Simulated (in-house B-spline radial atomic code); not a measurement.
# How G0W0 and RPA depend on the start: Ti7+

Configuration [Ne] 3s2 3p3, highest spin. Computed with a B-spline radial code for spherical atoms: all electrons, non-relativistic, point nucleus, each spin shell either full or empty, empty states to l = 9 with an (l + 1/2)⁻⁴ tail; G0W0 by contour deformation at full frequency.

| start | mean-field 3p up (eV) | G0W0 (eV) | QP weight | RPA correlation (Eh) |
| --- | --- | --- | --- | --- |
| Hartree-Fock | -168.91 | -169.45 | 0.975 | -0.87346 |
| LDA VWN5 | -157.28 | -168.99 | 0.951 | -0.98295 |
| PBE | -157.48 | -168.96 | 0.952 | -0.98114 |
| PBE0 | -160.61 | ? | ? | ? |
| r2SCAN | -158.65 | ? | ? | ? |
| HSE06 | -160.15 | -169.11 | 0.960 | -0.95196 |
| B3LYP (VWN-RPA) | -159.88 | -169.08 | 0.959 | -0.9554 |
| SCAN | -158.68 | -169.09 | 0.956 | -0.96378 |
| TPSS | -157.85 | -169.00 | 0.953 | -0.97498 |
| BHandHLYP | -163.43 | -169.24 | 0.967 | -0.92103 |
| CAM-B3LYP | -161.86 | -169.16 | 0.964 | -0.94051 |
| LC-wPBE | -163.14 | -169.20 | 0.966 | -0.93815 |
| wB97X | -162.92 | -169.14 | 0.966 | -0.93366 |
| PBEsol | -157.32 | -168.98 | 0.952 | -0.98162 |
| BLYP | -157.21 | -168.93 | 0.951 | -0.98171 |
| r2SCAN0 | -161.43 | -169.22 | 0.963 | -0.93781 |
| LDA exchange-only | -155.83 | -169.01 | 0.950 | -0.98237 |

What G0W0 level, weight and RPA correlation energy follow from the r2SCAN start?

G0W0 level -169.11 eV, weight 0.956, RPA correlation -0.96411 hartree.

What G0W0 level, weight and RPA correlation energy follow from the PBE0 start?

G0W0 level -169.13 eV, weight 0.961, RPA correlation -0.94874 hartree.

How much of the dependence on the start does G0W0 remove?

The mean-field levels span 13.1 eV and the G0W0 levels 0.522 eV. Against 170.5 ± 0.4 eV (NIST, semi-empirical) the G0W0 removal energies are off by -1.57 to -1.05 eV, with relativity, Breit and QED terms left out.
